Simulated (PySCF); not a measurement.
A structure optimised at PBE0-D3(BJ)/def2-SVP, used in a PySCF frequency run:

```
Se
Cl 1 2.1189
Cl 1 2.1189 2 101.89
Cl 1 2.1189 2 101.89 3 105.05
```
Charge +1, spin multiplicity 1.

Problem. Write its SMILES, formula and point group.

Solution. Cl[Se+](Cl)Cl, Cl₃Se, C3v

Problem. What are its rotational constants (standard atomic weights)?

Solution. 2.1800, 2.1800, 1.3164 GHz
